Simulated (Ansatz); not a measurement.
Pulling on the Al1–F4 bond in AlFH2 (SMILES [F][AlH2]) (multiplicity 1 held, fragments rigid). Energies count from the point at 1.655 Å.
Geometry at that point (charge 0, multiplicity 1):
```xyz
4

Al    -0.2467    -0.4788     0.1584
H      0.4707    -1.3122     1.2788
H     -1.5894    -0.8593    -0.5605
F      0.4806     0.9329    -0.3086
```

U- levels take the lowest unrestricted solution at each point, which mixes spins at long bonds. Active spaces are followed from a long bond inwards. Curves can end on different states.

Correlated levels freeze the cores.

Run with Ansatz (Gaussian orbitals). 

Energies in kcal/mol.

```tsv
R (Å)	U-HF/cc-pV(D+d)Z	U-MP2/cc-pV(D+d)Z	CASSCF(6,4)/cc-pV(D+d)Z	FIC-MRCISD on CASSCF(6,4)/cc-pV(D+d)Z	FIC-MRCISD+Q on CASSCF(6,4)/cc-pV(D+d)Z
1.324	70.5	76.3	71.6	74.7	75.6
1.490	12.4	14.9	13.1	14.2	14.7
1.655	0.0	0.0	0.0	0.0	0.0
1.821	7.3	5.4	5.8	5.7	5.4
1.986	23.0	19.7	19.8	20.1	19.7
2.235	51.4	46.7	45.6	46.8	46.2
2.483	79.0	73.5	70.2	72.9	72.4
2.897	106.8	132.2	101.0	108.3	108.4
3.311	112.2	147.3	117.3	130.1	131.1
3.807	114.0	151.8	124.5	140.4	141.9
4.470	114.6	153.2	126.9	143.8	145.4
5.297	114.8	153.6	127.5	144.5	146.1
```

Doubts at one or more of the structures used: a spin-contaminated determinant (U-HF/cc-pV(D+d)Z, U-MP2/cc-pV(D+d)Z); active orbitals that take no part (CASSCF(6,4)/cc-pV(D+d)Z, FIC-MRCISD on CASSCF(6,4)/cc-pV(D+d)Z, FIC-MRCISD+Q on CASSCF(6,4)/cc-pV(D+d)Z).

Ansatz is a quantum-chemistry and plane-wave program.
